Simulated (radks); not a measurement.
Results of a calculation; reference values are marked as such.
Problem. Mean orbital radii <r> (bohr) of the gallium ion Ga+, [Ar] 3d10 4s2, of relativity; Dirac values are averaged over j with weights 2j + 1. Spin-unpolarised spherical Kohn-Sham, PBE, point nucleus unless stated (finite: rms radius 3.9973 fm), a radial shooting solver on a logarithmic mesh with Libxc functionals. A level marked "c x" has the speed of light scaled by that factor.

| shell | non-rel. |
|---|---|
| 1s | 0.04943 |
| 2s | 0.2215 |
| 2p | 0.1922 |
| 3s | 0.6626 |
| 3p | 0.6839 |
| 3d | 0.8029 |
| 4s | 2.251 |
| 4p (empty) | 2.870 |

Give the values at the level "Dirac, c x 0.75".

Solution. 
shell       Dirac, c x 0.75  change of magnitude (%)
1s                  0.04794                    -3.01
2s                   0.2145                    -3.19
2p                   0.1894                    -1.46
3s                   0.6432                    -2.93
3p                   0.6754                    -1.24
3d                   0.8114                    +1.07
4s                    2.190                    -2.75
4p (empty)            2.854                    -0.58
